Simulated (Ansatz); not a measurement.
Br$_{2}$Si (SMILES Br[Si]Br), singlet, at a GFN2-xTB geometry. Base run: R2SCAN/STO-3G (Ansatz, a first-principles code).

Input for Ansatz:
Ansatz 0.2 input:
```yaml
crystal:
  periodic: [false, false, false]
  atoms:
    - {symbol: Si, position_ang: [-0.02306863, -0.00441753, 1.20707901]}
    - {symbol: Br, position_ang: [0.95296278, -1.45162520, -0.22860751]}
    - {symbol: Br, position_ang: [-0.94373533, 1.45339221, -0.25422409]}
basis:
  gaussian:
    orbitals: STO-3G
hamiltonian:
  xc: r2scan
```

Variants of this job, named by their change:

| change | ΔE vs base (mEh) |
|---|---|
| base | 0.000 |
| lower_state_search = light | 0.000 |
| point_charge = charge:0.5 position_ang:4.2289, 2.0585, 1.1811 | 2.945 |
| fitting.mean_field = def2-universal-JKFIT | -4.222 |
| fitting.mean_field = cc-pVTZ-JKFIT | -5.098 |
| lower_state_search = full | 0.000 |
| accuracy = high | -0.002 |
| final_grid = 4, 8, 17 | 1.385 |
| final_grid = 14, 28, 59 | -0.016 |
| final_grid = 10, 20, 41 | -0.082 |
| final_grid = 6, 12, 29 | -2.634 |
